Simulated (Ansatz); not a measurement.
**GaO (charge +1): shapes and states compared**

Computed with Ansatz's Gaussian-basis code (development build). Basis cc-pwCVTZ-PP on Ga, cc-pVTZ on O, scalar-relativistic core potentials (10 electrons on Ga), no spin–orbit coupling, 5 orbitals frozen in the corrections; active space CAS(4,6). Restricted Hartree–Fock, then the lowest state-specific CASSCF solution met for each case. Single-reference values can break down or jump between states where bonds are stretched. Solutions in different active orbitals can move differences by tenths of an eV and at times more than 1 eV.

Case A, triplet: bond length 1.7440 Å.

Case B, singlet: the shape of A.

Energy less that of case A, in eV:

| case | RHF/ROHF | CASSCF |
| --- | --- | --- |
| B | +2.221 | +0.460 |

(1) Give the SC-NEVPT2 energies against case A.

(2) Which case is lowest, and do the methods agree?

## Answers

(1) B: +0.745 eV (17.2 kcal/mol).

(2) A is lowest in SC-NEVPT2. Of the methods shown, RHF/ROHF, CASSCF agree.
